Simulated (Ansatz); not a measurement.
Basis sets compared for Al12 (relaxed from a model of Al12 flat piece, whose bonding it doesn't keep). Total charge 0; singlet. Geometry PBE-D4/def2-SVP. Ansatz on 4 threads of Intel Xeon on a shared host; times are rough, and most runs start from earlier orbitals.

```
atom   x (Å)   y (Å)   z (Å)
 Al1   2.433  -0.951  -1.931
 Al2  -0.185  -1.463  -1.186
 Al3   1.085   1.126  -1.396
 Al4   0.093   3.386  -0.601
 Al5   2.024  -3.079  -0.706
 Al6   1.596  -0.577   0.720
 Al7  -1.501   0.712  -0.912
 Al8  -2.188   3.004   0.500
 Al9   0.534  -3.106   1.379
Al10  -1.197  -1.174   1.259
Al11   0.028   1.300   1.303
Al12  -2.724   0.823   1.573
```

The restricted singlet is unstable towards broken spin symmetry in Hartree–Fock (as tested in another run); at PBE-D4/def2-SVP, PBE-D4/def2-TZVP, PBE0-D4/def2-SVP, PBE0-D4/def2-TZVP this wasn't settled.

Binding counts from free atoms (Al doublet) in the same basis, without a counterpoise term.

| level | functions | energy (Eh) | HOMO (eV) | LUMO (eV) | binding per atom (eV) | wall time |
| --- | --- | --- | --- | --- | --- | --- |
| PBE-D4/def2-SVP | 216 | -2906.8240 | -4.45 | -3.96 | 2.55 | 10 s |
| PBE0-D4/def2-SVP | 216 | -2907.0566 | -4.93 | -3.58 | 2.46 | 17 s |

Task: Estimate the rows for PBE-D4/def2-TZVP, PBE0-D4/def2-TZVP (with forces).

Result: 
```
                          level  functions  energy (Eh)  HOMO (eV)  LUMO (eV)  binding per atom (eV)  wall time
               PBE-D4/def2-TZVP        444   -2907.8526      -4.33      -3.83                   2.54       25 s
PBE0-D4/def2-TZVP (with forces)        444   -2908.0702      -4.80      -3.43                   2.46       94 s
```
